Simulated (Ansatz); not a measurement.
Geometry optimisation, Ansatz, UKS PBE0/STO-3G.

Input file:

```yaml
crystal:
  periodic: [false, false, false]
  atoms:
    - { symbol: B, position_ang: [-1.7733, -0.3332, -0.6716] }
    - { symbol: C, position_ang: [-0.3704, -0.0354, -1.2649] }
    - { symbol: Si, position_ang: [0.6888, 0.7508, 0.0265] }
    - { symbol: C, position_ang: [1.0746, -0.4351, 1.4454] }
    - { symbol: F, position_ang: [2.2102, 1.1429, -0.6644] }
    - { symbol: H, position_ang: [-2.7582, 0.2476, -1.1832] }
    - { symbol: H, position_ang: [-1.9514, -1.0205, 0.2328] }
    - { symbol: H, position_ang: [0.1167, -0.9789, -1.5941] }
    - { symbol: H, position_ang: [-0.4297, 0.6671, -2.0939] }
    - { symbol: H, position_ang: [0.0832, 1.9714, 0.5752] }
    - { symbol: H, position_ang: [1.4453, -1.3783, 1.0784] }
    - { symbol: H, position_ang: [0.0509, -0.6739, 1.9516] }
    - { symbol: H, position_ang: [1.6336, 0.041, 2.1772] }
magnetization:
  spin_polarized: true
basis:
  gaussian: { orbitals: STO-3G }
hamiltonian:
  xc: pbe0
relax:
  f_tol: 0.02
  max_steps: 40
output:
  orbitals: {}
```

Command:

```bash
$ ansatz run input.yaml --threads 1 --pin off --max-ram 2048MiB --backend cpu --events-out ev --progress --plain --runs-dir out
```

Question: Where does it end, and by what steps?

Answer: The forces met the threshold. Limits of this set-up: minimal basis. After 9 steps the energy has fallen by 0.588 eV; H6 moved furthest, 0.52 Å.

```csv
step,energy less start (eV),largest force component (eV/Å),accepted
0,0.0000,5.308,yes
1,-0.4932,1.170,yes
2,-0.5458,0.503,yes
3,-0.5590,0.558,yes
4,-0.5802,0.199,yes
5,-0.5029,1.239,no
6,-0.5867,0.071,yes
7,-0.5873,0.068,yes
8,-0.5875,0.041,yes
9,-0.5876,0.011,yes
```

```xyz
13
Properties=species:S:1:pos:R:3
B -1.779 -0.296 -0.705
C -0.377 -0.104 -1.296
Si 0.683 0.752 0.028
C 1.013 -0.401 1.461
F 2.098 1.191 -0.675
H -2.587 0.550 -0.795
H -2.046 -1.258 -0.087
H 0.130 -1.044 -1.543
H -0.362 0.557 -2.170
H 0.011 1.947 0.501
H 1.477 -1.334 1.129
H 0.079 -0.656 1.970
H 1.679 0.061 2.196
```

Whether the end is a true minimum wasn't checked by a vibrational analysis.

Time of the run: 47 s on 1 thread of Arm Neoverse V1, with other jobs on the host, peak memory 0.17 GiB.
